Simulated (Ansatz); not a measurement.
The same ligand exchange along the group F, Cl, Br.

Isolated molecules relaxed with PBE0-D4/def2-TZVP in Ansatz; ΔE leaves out vibrations. CBS: MP2 limit from def2 TZ/QZ plus the TZ coupled-cluster correction, frozen cores. This one scheme is used for every species. DFT in def2-TZVPP. For Br outer-core shells are correlated without core-valence functions, which leaves a few kJ/mol of doubt a bond. Scalar relativity is left out up to krypton. Each species was taken in one conformer, which may not be the lowest.

```tsv
reaction	ωB97M-V (kJ/mol)	r2SCAN-D4 (kJ/mol)
`CO[Si]F` + CH₃OH → `CO[Si]OC` + H–F	55	53
`CO[Si]Cl` + CH₃OH → `CO[Si]OC` + HCl	12	13
`CO[Si]Br` + CH₃OH → `CO[Si]OC` + HBr	10	13
```

Q: Give the CCSD(T)/CBS values in the same order. (Estimate.)

A: Ansatz gave: 49, 10, 11 kJ/mol.

Largest T1 diagnostic: 0.014, for `CO[Si]F`.
